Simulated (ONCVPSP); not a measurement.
# Cutoff test, Fe (Z = 26), ONCV

iron (Fe), optimised norm-conserving Vanderbilt (ONCV), made with ONCVPSP 4.0.1 (LDA (Perdew-Wang 92), scalar-relativistic). Core [Ar], reference 3d6 4s0.5 (charge +1.5). Waves: 4s: rc 2.10 bohr, ncon 4, nbas 7, qcut 2.6 1/bohr, 2 projectors, debl 3.6 Ha; p scattering state at 0.4 Ha: rc 1.80 bohr, ncon 4, nbas 8, qcut 4.3 1/bohr, 1 projector; 3d: rc 1.85 bohr, ncon 4, nbas 8, qcut 7 1/bohr, 2 projectors, debl 3.3 Ha. Local part: polynomial inside 1.25 bohr (lpopt 4, dvloc0 4 Ha). Core correction: polynomial model core, fcfact 0.3.

In the p channel the program set the typed energies aside and used 0.050 Ha.

Problem. For each optimised wave give the share of its norm inside rc, the residual kinetic energy above qcut (Ha) and the cutoffs (Ha) for errors of 10, 1, 0.1 and 0.01 mHa per electron.

Solution.

```
         wave  norm inside rc  residual KE  10 mHa  1 mHa  0.1 mHa  0.01 mHa
           4s           0.324      6.3e-03     3.0    9.1     22.4      27.1
s projector 2           0.080      2.3e-01    10.9   25.5     31.9      35.9
p projector 1           0.068      1.3e-03     1.6   11.7     58.5      70.9
           3d           0.891      6.3e-04    20.2   23.8     62.2      81.3
d projector 2           0.130      6.2e-03    23.3   56.8     88.7     111.6
```

The occupied waves need 24 Ha and 62 Ha for 1 and 0.1 mHa. Note: no bound ghost flagged; GHOST(+) flagged for s at 111.4 eV.
